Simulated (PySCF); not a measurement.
ClF, charge +1, doublet, geometry from GFN2-xTB (a state made from the parent by changing its charge; the spin is typed, not shown lowest), with bond 1-2 at 2.0 times its length; TPSS/STO-3G run with PySCF.

Input for PySCF:
```python
from pyscf import gto, scf, dft

mol = gto.Mole()
mol.atom = '''
    F     0.00000000    0.00000000   -2.64602132
    Cl    0.00000000    0.00000000    0.55381842
'''
mol.basis = 'sto-3g'
mol.charge = 1
mol.spin = 1
mol.verbose = 4
mol.build()

mf = dft.UKS(mol)
mf.xc = 'tpss'
mf.init_guess = '1e'
mf.kernel()
```

Output, abridged:

```
PySCF version 2.14.0

[INPUT] verbose = 4
[INPUT] num. atoms = 2
[INPUT] num. electrons = 25
[INPUT] charge = 1
[INPUT] spin (= nelec alpha-beta = 2S) = 1
[INPUT] symmetry False subgroup None
[INPUT] Mole.unit = angstrom
[INPUT] Symbol           X                Y                Z      unit          X                Y                Z       unit  Magmom
[...]
nuclear repulsion = 25.3025525805739
number of shells = 8
number of NR pGTOs = 42
number of NR cGTOs = 14
basis = sto-3g
ecp = {}

******** <class 'pyscf.dft.uks.UKS'> ********
method = UKS
initial guess = 1e
damping factor = 0
level_shift factor = 0
DIIS = <class 'pyscf.scf.diis.CDIIS'>
diis_start_cycle = 1
diis_space = 8
diis_damp = 0
SCF conv_tol = 1e-09
SCF conv_tol_grad = None
SCF max_cycles = 50
direct_scf = True
direct_scf_tol = 1e-13
number electrons alpha = 13  beta = 12
XC library pyscf.dft.libxc version 7.1.2
    S. Lehtola, C. Steigemann, M. J. T. Oliveira, and M. A. L. Marques,  SoftwareX 7, 1–5 (2018)
XC functionals = tpss
    J. Tao, J. P. Perdew, V. N. Staroverov, and G. E. Scuseria,  Phys. Rev. Lett. 91, 146401 (2003)
    J. P. Perdew, J. Tao, V. N. Staroverov, and G. E. Scuseria,  J. Chem. Phys. 120, 6898 (2004)
    J. Tao, J. P. Perdew, V. N. Staroverov, and G. E. Scuseria,  Phys. Rev. Lett. 91, 146401 (2003)
    J. P. Perdew, J. Tao, V. N. Staroverov, and G. E. Scuseria,  J. Chem. Phys. 120, 6898 (2004)
radial grids:
    Treutler-Ahlrichs [JCP 102, 346 (1995); DOI:10.1063/1.469408] (M4) radial grids

becke partition: Becke, JCP 88, 2547 (1988); DOI:10.1063/1.454033
pruning grids: <function nwchem_prune>
grids dens level: 3
symmetrized grids: False
atomic radii adjust function: <function treutler_atomic_radii_adjust>
small_rho_cutoff = 0
Set gradient conv threshold to 3.16228e-05
Initial guess from hcore.

tot grids = 33144
init E= -551.353438459237

cycle= 1 E= -551.894564775323  delta_E= -0.541  |g|= 0.102  |ddm|= 2.64

cycle= 2 E= -551.689040051721  delta_E= 0.206  |g|= 0.00272  |ddm|= 2.62

cycle= 3 E= -551.894570638969  delta_E= -0.206  |g|= 0.102  |ddm|= 2.62
cycle= 4 E= -551.894630886794  delta_E= -6.02e-05  |g|= 0.0995  |ddm|= 0.0531
cycle= 5 E= -551.894631794721  delta_E= -9.08e-07  |g|= 0.0995  |ddm|= 0.0321
cycle= 6 E= -551.895059706998  delta_E= -0.000428  |g|= 0.0826  |ddm|= 0.0786
cycle= 7 E= -551.8997989331  delta_E= -0.00474  |g|= 0.132  |ddm|= 2.27
cycle= 8 E= -551.899848578013  delta_E= -4.96e-05  |g|= 0.132  |ddm|= 0.000351
[...]

cycle= 20 E= -551.689041417906  delta_E= 0.212  |g|= 0.00272  |ddm|= 2.62
cycle= 21 E= -551.900409764989  delta_E= -0.211  |g|= 0.131  |ddm|= 2.62

cycle= 22 E= -551.894586120587  delta_E= 0.00582  |g|= 0.101  |ddm|= 2.27

cycle= 23 E= -551.894577204357  delta_E= 8.92e-06  |g|= 0.101  |ddm|= 0.125

cycle= 24 E= -551.894580831593  delta_E= -3.63e-06  |g|= 0.101  |ddm|= 0.0398

cycle= 25 E= -551.894577300175  delta_E= 3.53e-06  |g|= 0.101  |ddm|= 0.00868

cycle= 26 E= -551.894579434708  delta_E= -2.13e-06  |g|= 0.101  |ddm|= 0.0209

cycle= 27 E= -551.894580605995  delta_E= -1.17e-06  |g|= 0.101  |ddm|= 0.0154
cycle= 28 E= -551.894716908968  delta_E= -0.000136  |g|= 0.0971  |ddm|= 0.0382

cycle= 29 E= -551.689044231083  delta_E= 0.206  |g|= 0.00273  |ddm|= 2.62
cycle= 30 E= -551.894861611879  delta_E= -0.206  |g|= 0.0921  |ddm|= 2.62
cycle= 31 E= -551.901417054189  delta_E= -0.00656  |g|= 0.128  |ddm|= 2.27
cycle= 32 E= -551.900324922331  delta_E= 0.00109  |g|= 0.133  |ddm|= 0.0921

cycle= 33 E= -551.894629266351  delta_E= 0.0057  |g|=  0.1  |ddm|= 2.27
cycle= 34 E= -551.894704055165  delta_E= -7.48e-05  |g|= 0.0973  |ddm|= 0.108
cycle= 35 E= -551.894730814755  delta_E= -2.68e-05  |g|= 0.0969  |ddm|= 0.0122
cycle= 36 E= -551.894663672565  delta_E= 6.71e-05  |g|= 0.0993  |ddm|= 0.0378
cycle= 37 E= -551.894769910249  delta_E= -0.000106  |g|= 0.0948  |ddm|= 0.0446

cycle= 38 E= -551.689044070262  delta_E= 0.206  |g|= 0.00272  |ddm|= 2.62
cycle= 39 E= -551.894815542593  delta_E= -0.206  |g|= 0.096  |ddm|= 2.62
cycle= 40 E= -551.895021320685  delta_E= -0.000206  |g|= 0.0852  |ddm|= 0.0763

cycle= 41 E= -551.905410159856  delta_E= -0.0104  |g|= 0.137  |ddm|=  2.2

cycle= 42 E= -551.951197483377  delta_E= -0.0458  |g|= 0.119  |ddm|= 1.16
cycle= 43 E= -551.894987093454  delta_E= 0.0562  |g|= 0.0866  |ddm|= 1.68
cycle= 44 E= -551.89491084573  delta_E= 7.62e-05  |g|= 0.0889  |ddm|= 0.221
cycle= 45 E= -551.894719092798  delta_E= 0.000192  |g|= 0.0974  |ddm|= 0.217
cycle= 46 E= -551.894959768447  delta_E= -0.000241  |g|= 0.0932  |ddm|= 0.0747

cycle= 47 E= -551.689044196264  delta_E= 0.206  |g|= 0.00272  |ddm|= 2.62
cycle= 48 E= -551.89623750856  delta_E= -0.207  |g|= 0.0882  |ddm|= 2.62

cycle= 49 E= -551.89458000102  delta_E= 0.00166  |g|= 0.101  |ddm|= 0.322
cycle= 50 E= -551.899378552157  delta_E= -0.0048  |g|= 0.136  |ddm|= 2.27
SCF not converged.
SCF energy = -551.899378552157 after 50 cycles  <S^2> = 0.76263709  2S+1 = 2.0125974
```

Convergence was not reached.
